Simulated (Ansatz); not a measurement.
Consider the formal exchange of groups at the Si–O bond: `[SiH3]O[SiH](Cl)Cl` + CH₄ → `C[SiH](Cl)Cl` + `O[SiH3]`.

Program: Ansatz. Geometries: PBE0-D4/def2-TZVP. ΔE: electronic, gas phase. CCSD(T)/CBS is the MP2 limit (def2-TZVPP, def2-QZVPP) plus CCSD(T) − MP2 in def2-TZVPP, frozen cores. This one scheme is used for every species. Functionals use def2-TZVPP. B3LYP here is the variant with VWN-RPA as its local correlation; programs differ in this. Each species was taken in one conformer, which may not be the lowest.

Question: Is it downhill or uphill in electronic energy at CCSD(T)/CBS, and by how much? (An estimate is asked.)

Answer: Ansatz gave: Uphill: ΔE = +123.2 kJ/mol.

Question: What do these levels give: LDA (SPW92), B3LYP-D4, r2SCANh-D4, PBE-QIDH, BHLYP, CCSD/def2-SVP, MP2/def2-TZVPP, CCSD/def2-TZVPP, HF/def2-QZVPP, MP2/def2-QZVPP, SCS-MP2/def2-QZVPP, MP2/CBS(def2)? (Estimate.)

Answer: Ansatz gave: LDA (SPW92) 109.5, B3LYP-D4 127.9, r2SCANh-D4 122.8, PBE-QIDH 119.4, BHLYP 129.3, CCSD/def2-SVP 124.7, MP2/def2-TZVPP 124.3, CCSD/def2-TZVPP 124.9, HF/def2-QZVPP 139.3, MP2/def2-QZVPP 124.7, SCS-MP2/def2-QZVPP 127.3, MP2/CBS(def2) 124.0 kJ/mol.

Largest T1 diagnostic among the species: 0.011.

From PBE to PBE0 (25 % exact exchange), in def2-TZVPP and without D4, ΔE moves by +4.4 kJ/mol. In def2-TZVPP, CCSD(T) changes the Hartree–Fock value by −14.0 kJ/mol (the triples alone add −1.5 kJ/mol) and MP2 by −13.2 kJ/mol. Leaving LDA and LC-ωPBE aside and taking each functional with its dispersion term where it has one, the values, not all of them listed here, spread over 24.2 kJ/mol, from PBE-D4 to BHLYP-D4.
